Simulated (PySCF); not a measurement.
## Core binding energy against partial charge

Compound: C6H8O.
Numbering: `[CH3:1]/[CH:2]=[C:3]1[CH:4]=[C:5]/1[O:6][CH3:7]`

Binding energies: PySCF, delta-SCF UKS SCAN, pcX-2 on the ionised atom, pcseg-1 elsewhere, spin-free X2C. Charges: PBE0/pcSseg-1 ground-state density, for the ionised atom.

| atom | environment | C 1s (eV) | Mulliken (e) | IAO (e) | Hirshfeld (e) | ESP (e) |
| --- | --- | --- | --- | --- | --- | --- |
| C2 | alkene CH carbon | 289.04 | -0.276 | -0.281 | -0.118 | -0.353 |
| C1 | allylic carbon | 290.10 | -0.222 | -0.403 | -0.124 | -0.223 |
| C4 | alkene CH carbon | 290.28 | -0.184 | -0.242 | -0.076 | -0.418 |
| C3 | fully substituted alkene carbon | 290.51 | +0.037 | +0.016 | -0.028 | +0.028 |
| C7 | methoxy carbon | 292.89 | -0.041 | -0.203 | -0.021 | -0.221 |

How well does each charge scheme correlate with the binding energies over these sites?

Hirshfeld: r = 0.77, slope 22.7 eV per e; Mulliken: r = 0.64, slope 7.0 eV per e; ESP: r = 0.25, slope 2.1 eV per e; IAO: r = 0.24, slope 2.2 eV per e. Hirshfeld charges have the highest r, on only 5 points.

The point-charge model writes a binding energy as kq + V + constant, with V the potential of the other atoms' charges at the site. What does it give with the Mulliken charges?

V = Σ 14.40 eV Å × q/r over all other atoms: +1.46 eV at C2, +2.38 eV at C1, +2.12 eV at C4, -2.34 eV at C3, +1.31 eV at C7. Fitting binding energy − V to q gives k = 18.5 eV per e and leaves an rms residual of 0.39 eV, against 0.97 eV for the fit on q alone. The model has no term for differences in relaxation between sites.

The structure is a single PBE0-D3(BJ)/def2-SVP conformer in the gas phase; no vibrational or solvent corrections.

Shape of the structure used: `[CH3:1]/[CH:2]=[C:3]1[CH:4]=[C:5]/1[O:6][CH3:7]`: C4–C5–O6–C7 0°.
